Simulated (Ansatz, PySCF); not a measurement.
Gas-phase reaction (SMILES): C#C[Si](C#C)(C#C)OC + 14 [H][H] (H2) -> 7 C (CH4) + O (H2O) + [SiH4] (SiH4); energy of full hydrogenation.

Each molecule is optimised on its own at B3LYP-D3(BJ)/def2-TZVP (Ansatz, a program for electronic structure), one conformer each, not searched for the lowest. Valence correlation only, unless marked. No spin-orbit coupling. No relativistic terms. CBS(X,Y): correlation extrapolated as X^-3; Hartree-Fock from the larger set. The bracket is a focal-point correction in the basis named. Thermal terms are rigid-rotor harmonic-oscillator values from B3LYP-D3(BJ) frequencies (Ansatz or PySCF) at 298.15 K and 1 atm. 1 Eh = 627.5095 kcal/mol.

```tsv
species	E, RI-MP2/CBS(aug-cc-pV(T+d)Z,aug-cc-pV(Q+d)Z)+[CCSD(T)-MP2]/aug-cc-pV(T+d)Z (Ansatz) (Eh)	E, wB97M-V/def2-TZVPD (Ansatz) (Eh)	H - E (Eh)
C#C[Si](C#C)(C#C)OC	-634.10825	-634.94256	0.11358
[H][H] (H2)	-1.17524	-1.16077	0.01336
C (CH4)	-40.46129	-40.49098	0.04840
O (H2O)	-76.37791	-76.43347	0.02495
[SiH4] (SiH4)	-291.46108	-291.84546	0.03520
```

Question: Work out ΔE and ΔH at 298.15 K at the first level, then ΔH at the second.

Answer: 
1. ΔE = [7×(-40.46129) + (-76.37791) + (-291.46108)] - [(-634.10825) + 14×(-1.17524)] = -0.50641 Eh = -317.8 kcal/mol at RI-MP2/CBS(aug-cc-pV(T+d)Z,aug-cc-pV(Q+d)Z)+[CCSD(T)-MP2]/aug-cc-pV(T+d)Z.
2. The terms H - E add up to 0.09833 Eh, so ΔH = (-0.50641 + (0.09833))×627.5095 = -256.1 kcal/mol.
3. At wB97M-V/def2-TZVPD the same steps give ΔE = -327.8 and ΔH = -266.1 kcal/mol, a shift of -10.0 from the first level.
4. These values are not checked against measurement here, since the tables used lack a sound gas-phase enthalpy of formation for at least one species.
